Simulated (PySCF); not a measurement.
PySCF job for In(CF3)(OH)2 (CH2F3InO2), SMILES [OH][In]([OH])[C](F)(F)F, IEF-PCM-B3LYP/def2-SVP. Geometry optimised at PBE-D3(BJ)/def2-SVP. The structure was generated by enumeration; whether it is a known compound was not checked. The def2 effective core potentials stand for the cores of In; spin–orbit coupling is left out. The values are those of a single conformer.

```python
import numpy as np
from pyscf import gto, scf, dft
from pyscf.solvent import pcm

mol = gto.M(
    atom='''
    In    0.25719498    0.47072286    0.38935052
    C    -0.60008032   -1.12170326   -0.91661784
    F    -1.95197262   -1.15031278   -0.81437349
    F    -0.13876866   -2.34871782   -0.59884874
    F    -0.29752710   -0.89199275   -2.21862346
    O     1.45737991   -0.00381429    1.93667023
    H     1.72358593    0.82443237    2.38351373
    O    -0.03408461    2.46632322    0.22121328
    H    -0.61760524    2.65950587   -0.53843883
    ''',
    basis='def2-SVP',
    ecp={'In': 'def2-svp'},
    charge=0,
    spin=0,
    max_memory=1600,
    verbose=3,
)
mf = dft.RKS(mol, xc='b3lyp').density_fit(auxbasis='def2-universal-jkfit')
mf.grids.level = 3
mf.conv_tol = 1e-9
mf.max_cycle = 100
mf.kernel()
res = {}
for name, eps in {'water': 78.355, 'cyclohexanone': 15.619, 'dimethylsulfoxide': 46.826}.items():
    s = mf.PCM()
    s.with_solvent.method, s.with_solvent.eps, s.with_solvent.lebedev_order = 'IEF-PCM', eps, 29
    s.kernel(mf.make_rdm1())
    res[name] = (s.e_tot, eps, s.dip_moment(), s.mo_energy, s.converged)
    print(f'{name}: electrostatic solvation free energy {(s.e_tot - mf.e_tot) * 627.509474:.3f} kcal/mol')
```

It prints:

```
converged SCF energy = -679.10942087061

WARN: PCM is an experimental feature. It is still in testing.
Features and APIs may be changed in the future.

converged SCF energy = -679.128959676043
Dipole moment(X, Y, Z, Debye): -0.79011,  1.59447, -0.91018
water: electrostatic solvation free energy -12.261 kcal/mol

WARN: PCM is an experimental feature. It is still in testing.
Features and APIs may be changed in the future.

converged SCF energy = -679.127287435942
Dipole moment(X, Y, Z, Debye): -0.76738,  1.56945, -0.88076
cyclohexanone: electrostatic solvation free energy -11.211 kcal/mol

WARN: PCM is an experimental feature. It is still in testing.
Features and APIs may be changed in the future.

converged SCF energy = -679.128670428373
Dipole moment(X, Y, Z, Debye): -0.78613,  1.59013, -0.90500
dimethylsulfoxide: electrostatic solvation free energy -12.079 kcal/mol
```

The run converged.
